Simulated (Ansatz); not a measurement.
Born–Oppenheimer molecular dynamics of C$_{3}$H$_{5}$Li (9 atoms, charge 0, multiplicity 1). It goes on from the last frame of an earlier run, with new velocities.

Method: UKS PBE0/STO-3G (Ansatz).

```json
{"ensemble": "NVE (velocity Verlet)", "time step": "0.5 fs", "steps asked": "150", "starting velocities drawn for": "1500 K", "seed": "433447"}
```

First frame:

```xyz
9
Properties=species:S:1:pos:R:3
Li -0.896 0.561 -2.147
C 0.470 0.926 -0.968
C 0.536 0.272 0.214
C -0.467 -0.740 0.707
H 1.394 1.510 -1.158
H 1.388 0.442 0.911
H -1.313 -0.955 -0.001
H 0.033 -1.685 0.897
H -0.963 -0.404 1.583
```

(1) How far do the bonds stretch over the last three quarters of this one trajectory? (Pairs bonded in most of those frames.)

Answers

(1) 
| bond | mean (Å) | spread (Å) | shortest | longest |
| --- | --- | --- | --- | --- |
| Li1–C2 | 1.901 | 0.058 | 1.80 | 1.98 |
| Li1–C3 | 2.458 | 0.140 | 2.10 | 2.59 |
| Li1–H7 | 2.075 | 0.297 | 1.79 | 2.72 |
| C2–C3 | 1.355 | 0.016 | 1.32 | 1.38 |
| C2–H5 | 1.128 | 0.087 | 0.99 | 1.24 |
| C3–C4 | 1.536 | 0.027 | 1.49 | 1.58 |
| C3–H6 | 1.111 | 0.024 | 1.06 | 1.15 |
| C4–H7 | 1.123 | 0.046 | 1.05 | 1.22 |
| C4–H8 | 1.109 | 0.038 | 1.05 | 1.17 |
| C4–H9 | 1.117 | 0.063 | 1.02 | 1.21 |

Mean temperature of the second half: 862 K. The conserved energy stayed within 1.4 meV per atom of its start (net change -0.19 meV per atom), so the integration is sound. The temperature averaged 0.57 of the 1500 K drawn at the start: a run that starts near a minimum puts about half its kinetic energy into the potential. A run of 0.075 ps of so small a system gives no equilibrium averages. Limits of this set-up: minimal basis.

Run time: 5.1 min on 1 thread of Arm Neoverse V1, on a shared host, peak memory 0.1 GiB.
